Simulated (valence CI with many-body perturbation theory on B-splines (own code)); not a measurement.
Results of a calculation; reference values are marked as such.
## Basis-set convergence for O III

Level of theory: valence CI with perturbative core correlation (CI+MBPT): four valence electrons over a frozen Dirac-Fock core [He], radial functions for each j: 9 s, 9 p, 8 d, 6 f, 3 g, 1 h, with the one-electron correlation potential Σ1 (screened to all orders), the two-electron term Σ2, the three-electron term Σ3, Breit, model QED; selected single and double excitations, second order for the rest, scaled by the run's own slope (own B-spline code, finite nucleus).

Set against measurement, 23 paired levels are off by 135 cm⁻¹ on average, the worst by 328. These come from a selection out of Moore, Selected Tables of Atomic Spectra, NSRDS-NBS 3, section 11. Levels without a partner in it may be off by more. Among the levels kept, up to 540 cm⁻¹ of a level comes from second order outside the variational space, and about a tenth of that is noise between levels of different J, which matters for small intervals.

The reference run has the lowest level 2s2 2p2 3P_0 and an ionisation energy of 54.9182 eV. Its largest variational space holds 21665 state functions.

Changed runs:
A. basis 6 s, 6 p, 5 d, 3 f, 1 g
B. basis 5 s, 5 p, 4 d, 2 f

Excitation energies of the reference run in cm⁻¹, and shifts in cm⁻¹:

```
                 Level  Reference        A        B
          2s2 2p2 3P_1        115     -1.6     -1.7
          2s2 2p2 3P_2        307     -2.5     -2.2
          2s2 2p2 1D_2      20407     +126     +382
          2s2 2p2 1S_0      43409     +190     +550
          2s 2p3 5S°_2      60128     -190     -590
          2s 2p3 3D°_3     120085      +59     +203
          2s 2p3 3D°_2     120113      +60     +204
          2s 2p3 3D°_1     120119      +60     +204
          2s 2p3 3P°_2     142528     +133     +405
          2s 2p3 3P°_1     142530     +133     +405
          2s 2p3 3P°_0     142542     +134     +406
          2s 2p3 1D°_2     187296     +228     +749
Ionisation energy (eV)    54.9182  -0.0143  -0.0422
```
